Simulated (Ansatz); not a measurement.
PtSe2. The state is a singlet with charge 0. Geometry PBE0-D4/def2-TZVP.

Cartesian coordinates in Å:
```
Pt -0.3136 1.1753 -0.6619
Se -0.5619 -1.1704 -0.3635
Se 0.8755 -0.0048 1.0254
```

In the def2 sets Pt takes a core potential; there is no spin–orbit coupling. B3LYP takes the VWN-RPA correlation. The restricted singlet is unstable towards broken spin symmetry in Hartree–Fock (as tested in another run); at LDA (SPW92)/def2-TZVP, PBE-D4/def2-TZVP, r2SCAN-D4/def2-TZVP, B3LYP-D4/def2-TZVP and others this wasn't settled. At LDA (SPW92)/def2-TZVP, PBE-D4/def2-TZVP an occupied level of the charge 0 singlet lies above an empty one (by up to 0.17 eV), so this SCF solution is probably not the lowest. No other spin state of charge 0 was run. The geometry of the singlet was relaxed on an unsound state (restricted singlet whose occupied levels cross empty ones at other levels, untested at these). Another isomer (singlet) lies 0.92 eV lower at LDA (SPW92)/def2-TZVP; other spin states weren't run for this one.

(1) Estimate the orbital energies around the gap (eV) in Ansatz with LDA (SPW92)/def2-TZVP, PBE-D4/def2-TZVP, r2SCAN-D4/def2-TZVP, B3LYP-D4/def2-TZVP, PBE0-D4/def2-TZVP.

Results:

(1) 
```csv
orbital,LDA (SPW92)/def2-TZVP,PBE-D4/def2-TZVP,r2SCAN-D4/def2-TZVP,B3LYP-D4/def2-TZVP,PBE0-D4/def2-TZVP
HOMO−5,-8.32,-8.10,-8.44,-9.22,-9.51
HOMO−4,-6.77,-6.57,-6.89,-7.78,-8.10
HOMO−3,-6.71,-6.50,-6.79,-7.55,-7.81
HOMO−2,-6.05,-5.84,-6.13,-6.93,-7.21
HOMO−1,-5.83,-5.64,-5.90,-6.68,-6.93
HOMO,-4.61,-4.43,-4.62,-5.30,-5.49
LUMO,-4.79,-4.51,-4.48,-3.92,-3.72
LUMO+1,-4.20,-3.90,-3.69,-3.34,-3.02
LUMO+2,-2.36,-2.07,-1.87,-1.39,-1.10
LUMO+3,-0.41,-0.22,0.07,0.17,0.42
LUMO+4,0.47,0.63,1.06,1.08,1.37
LUMO+5,1.02,1.21,1.80,1.64,1.94
```
